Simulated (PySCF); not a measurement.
SCF from a fresh guess for singlet PtOBr₂, at the PBE0 minimum. PySCF input:

```python
from pyscf import gto, scf, dft
mol = gto.M(atom='''
Pt     0.000000    -0.393350     0.000000
O     -0.060350    -2.117970    -0.000000
Br     0.006120     0.700510    -2.066070
Br     0.006120     0.700510     2.066070''',
    basis={'Pt': 'def2-SVP', 'O': 'def2-SVP', 'Br': 'def2-SVP'},
    ecp={'Pt': 'def2-SVP'},
    charge=0, spin=0)
mf = dft.RKS(mol, xc='PBE0')
mf.grids.atom_grid = (50, 194)
aux = {'Pt': 'def2-universal-JKFIT', 'O': 'def2-universal-JKFIT', 'Br': 'def2-universal-JKFIT'}
mf = mf.density_fit(auxbasis=aux)
mf.conv_tol = 1e-08
mf.diis_space = 10
mf.max_cycle = 60
mf.init_guess = 'minao'
mf.verbose = 4
mf.kernel()
```

Excerpt of the output (cycles and frontier levels):

```
init E= -5327.98414416608
  HOMO = -0.599151552568865  LUMO = -0.582260619142844  gap/eV = 0.45963
cycle= 1 E= -5339.94830284293  delta_E=  -12  |g|= 2.19  |ddm|= 8.19
  HOMO = 0.151992982443644  LUMO = 0.180183178072807  gap/eV = 0.76709
cycle= 2 E= -5320.96328375379  delta_E=   19  |g|= 7.44  |ddm|= 13.5
  HOMO = -0.12869357846115  LUMO = -0.108337981990201  gap/eV = 0.55390
cycle= 3 E= -5341.00384962792  delta_E=  -20  |g|= 1.31  |ddm|= 12.7
  HOMO = -0.201689955953778  LUMO = -0.143379086284393  gap/eV = 1.58672
cycle= 4 E= -5341.10871449006  delta_E= -0.105  |g|= 1.27  |ddm|= 1.37
  HOMO = -0.243576064672678  LUMO = -0.1592156599275  gap/eV = 2.29556
cycle= 5 E= -5341.44429613939  delta_E= -0.336  |g|= 0.332  |ddm|= 0.938
  HOMO = -0.282002686426135  LUMO = -0.186485517172871  gap/eV = 2.59915
cycle= 6 E= -5341.47115419432  delta_E= -0.0269  |g|= 0.123  |ddm|= 0.391
  HOMO = -0.286182857862242  LUMO = -0.18665781082795  gap/eV = 2.70821
cycle= 7 E= -5341.47377498618  delta_E= -0.00262  |g|= 0.03  |ddm|= 0.123
  HOMO = -0.282821938171501  LUMO = -0.183911342580583  gap/eV = 2.69149
cycle= 8 E= -5341.47400426217  delta_E= -0.000229  |g|= 0.0042  |ddm|= 0.0289
  HOMO = -0.282910912821788  LUMO = -0.184008079025147  gap/eV = 2.69128
cycle= 9 E= -5341.47400796997  delta_E= -3.71e-06  |g|= 0.00154  |ddm|= 0.00497
  HOMO = -0.282756399066375  LUMO = -0.183862512105886  gap/eV = 2.69104
cycle= 10 E= -5341.47400897805  delta_E= -1.01e-06  |g|= 0.000199  |ddm|= 0.00351
  HOMO = -0.282765117772695  LUMO = -0.183875239196181  gap/eV = 2.69093
cycle= 11 E= -5341.47400909453  delta_E= -1.16e-07  |g|= 0.000104  |ddm|= 0.00178
  HOMO = -0.282761671670179  LUMO = -0.183873628196248  gap/eV = 2.69088
cycle= 12 E= -5341.4740091428  delta_E= -4.83e-08  |g|= 5.26e-05  |ddm|= 0.00136
  HOMO = -0.282763265747504  LUMO = -0.183875053399528  gap/eV = 2.69089
cycle= 13 E= -5341.47400915939  delta_E= -1.66e-08  |g|= 2.38e-05  |ddm|= 0.00108
  HOMO = -0.282762717848475  LUMO = -0.183874475384423  gap/eV = 2.69089
cycle= 14 E= -5341.47400916076  delta_E= -1.37e-09  |g|= 7.52e-06  |ddm|= 0.000314
  HOMO = -0.282761869917256  LUMO = -0.18387366101474  gap/eV = 2.69089
Extra cycle  E= -5341.47400916079  delta_E= -2.64e-11  |g|= 1.12e-05  |ddm|= 3.27e-05
converged SCF energy = -5341.47400916079
```

No lower solution of this spin was found by a stability analysis within the restricted form, which does not test spin polarisation.

At the minimum of this search the closed-shell solution is unstable towards spin polarisation, so a lower open-shell solution exists. Spin–orbit coupling, left out here, can matter for elements this heavy.

The search for the lowest solution, with the stability check, took 14 s on 2 threads of a shared Arm Neoverse N1 host, with 110 basis functions; the process peaked at 0.4 GiB. Launch command: `OMP_NUM_THREADS=2 python axn.py task.json out`.
